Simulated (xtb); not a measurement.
AlH₂O₂, SMILES [OH][Al+][OH], charge +1. All values are semi-empirical tight-binding results from xtb (GFN2-xTB unless named), good for trends rather than for accurate numbers. The structure is a stationary point at GFN2-xTB. The spin state was assumed, not searched. The isomer is the one that the SMILES or the coordinates give; other isomers of the formula were not compared. The values are those of a single conformer.

Optimised geometry:

```xyz
5

Al     0.0000     0.0000     0.0252
O      1.6048     0.0018    -0.0636
H      2.4777    -0.0096     0.3445
O     -1.6048    -0.0018    -0.0636
H     -2.4777     0.0096     0.3445
```
Charge +1, spin multiplicity 1.

For metal compounds this method's bond lengths and energies can be far off.

```json
{
 "point_group_as_xtb_finds_it": "C2v",
 "orbital_gap": "3.63 eV",
 "zero_point_energy": "14.8 kcal/mol",
 "G − E(el) at 298.15 K (modified RRHO)": "-0.6 kcal/mol"
}
```

**Question.** Give the atomic charges and the Wiberg bond orders between heavy atoms. (An estimate is asked for; the answer gives what the named calculation found.)

**Answer.** charges (e) Al1 0.66, O2 -0.28, H3 0.45, O4 -0.28, H5 0.45. Bond orders Al1–O2 1.73, Al1–O4 1.73.
